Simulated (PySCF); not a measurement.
Al(F)(Cl)(vinyl) (C₂H₃AlClF), SMILES C=[CH][Al]([F])[Cl].

Geometry: PBE0-D3(BJ)/def2-SVP. The values are those of a single conformer.

Level of theory: C-PCM-ωB97X/def2-SVP (PySCF).

The values are the electrostatic part of the solvation free energy, E(continuum) − E(gas) at the gas-phase geometry, in a cavity of scaled van der Waals radii (PySCF's table); cavitation and dispersion terms are not included. A continuum can't describe solvent molecules that bind to the metal. In vacuum the orbital gap is 11.60 eV. The dipole moment in vacuum is 2.35 D.

Computed values in water (ε = 78.36), methanol (ε = 32.61), dimethylsulfoxide (ε = 46.83):
```json
[
 {"solvent": "water", "ε": "78.36", "ΔG(elec) (kcal/mol)": "-6.5", "dipole (D)": "2.63", "gap (eV)": "11.72"},
 {"solvent": "methanol", "ε": "32.61", "ΔG(elec) (kcal/mol)": "-6.4", "dipole (D)": "2.63", "gap (eV)": "11.72"},
 {"solvent": "dimethylsulfoxide", "ε": "46.83", "ΔG(elec) (kcal/mol)": "-6.4", "dipole (D)": "2.63", "gap (eV)": "11.72"}
]
```
